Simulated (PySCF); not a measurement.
CH5AlOSe, SMILES [CH3][Al]([OH])[SeH].

The structure is a stationary point at PBE0-D3(BJ)/def2-SVP. The structure was generated by enumeration; whether it is a known compound was not checked. Other conformers were not sampled.

Two levels are set side by side: TDDFT-PBE/def2-SVPD (PySCF) and TDDFT-M06-2X/def2-SVPD (PySCF). Vertical, same geometry. The lowest singlet is HOMO→LUMO 99 % with PBE and HOMO→LUMO 51 %, HOMO→LUMO+2 41 % with the other functional; states are paired by order. Differences are taken from unrounded values.

```csv
quantity,TDDFT-PBE
lowest singlet excitation (eV),4.83
lowest triplet excitation (TDA) (eV),4.61
first bright state (f over 0.05) (eV),5.87
its oscillator strength,0.20
```

Q: These are the TDDFT-PBE values. What does TDDFT-M06-2X give? (The exact figures need the calculation; the answer reports its results.)

A: 
```
quantity                               TDDFT-M06-2X  TDDFT-PBE minus TDDFT-M06-2X
-------------------------------------  ------------  ----------------------------
lowest singlet excitation (eV)                 5.50                         -0.67
lowest triplet excitation (TDA) (eV)           5.21                         -0.61
first bright state (f over 0.05) (eV)          6.62                         -0.75
its oscillator strength                        0.21                         -0.01
```

Functionals without exact exchange tend to place singlet excitations lower, as here. Differences between two approximate levels are no errors against the true value.

Rough cost on one machine, each run with all the roots and properties that it gave: TDDFT-M06-2X against TDDFT-PBE about 10 times.
